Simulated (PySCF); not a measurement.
Spin states of GeSe⁺

Unrestricted PBE0; Ge cc-pVDZ-PP with ECP10, Se cc-pVDZ-PP with ECP10; scalar-relativistic core potentials (PySCF 2.14). Outer shells of the fragments: Ge+ 3d10 4s2 4p1; Se 3d10 4s2 4p4.

Followed along the bond (rough minima from three points):

```json
{"2Ms+1": "2", "unpaired": "π ↑", "⟨S²⟩ at the start": "0.76", "R at minimum (Å)": "2.31", "Te (eV)": "0.00"}
{"2Ms+1": "2", "unpaired": "σ ↑", "⟨S²⟩ at the start": "0.76", "R at minimum (Å)": "2.15", "Te (eV)": "0.52"}
{"2Ms+1": "4", "unpaired": "π ↑↑↑", "⟨S²⟩ at the start": "3.76", "R at minimum (Å)": "none in the scan", "Te (eV)": "≤ 1.97"}
```

Solutions found at the starting distance of 2.375 Å, counted from the lowest of them; the search is not exhaustive and high or unbound solutions are not listed, so other states can lie among these:

```tsv
2Ms+1	unpaired	term	E (eV)	⟨S²⟩	⟨Lz²⟩	μ (D)
2	π ↑	²Π	0.00	0.76	1.01	-3.02
2	σ ↑	²Σ⁺	0.86	0.76	0.00	-3.79
4	π ↑↑↑	⁴Π	2.33	3.76	1.00	0.44
4	σ ↑, π ↑↑	mixed	2.56	3.76	2.01	-1.50
2	π ↑↑↓	mixed	2.78	1.76	3.02	0.42
4	σ ↑, π ↑↑	mixed	2.85	3.76	2.01	-1.76
2	σ ↓, π ↑↑	mixed	3.10	1.77	2.01	-1.35
2	σ ↓, π ↑↑	mixed	3.40	1.77	2.01	-1.62
2	π ↑	mixed	4.22	0.75	3.01	0.43
4	σ ↑, π ↑↑	⁴Σ⁻	5.25	3.75	0.00	-0.26
4	σ ↑↑, π ↑	⁴Π	5.40	3.75	1.02	-1.76
```

A term symbol is given only where ⟨S²⟩ and ⟨Lz²⟩ are close to those of a pure state; real π, δ and φ orbitals otherwise mix terms. A positive dipole points towards Se; it is taken about the centre of mass and depends on that origin.

Compare the gap between the two lowest followed solutions at the starting distance with the gap between their minima.

At PBE0 the second solution (doublet, unpaired electrons σ ↑) lies +0.86 eV from the first (doublet, unpaired electrons π ↑) at 2.375 Å and +0.52 eV at the minima; the two curves relax by different amounts, since their minima lie near 2.15 and 2.31 Å.

Spin–orbit coupling is left out. Counting both spins, an empty level lies below a filled one in some of these solutions, because spin and occupation are held.
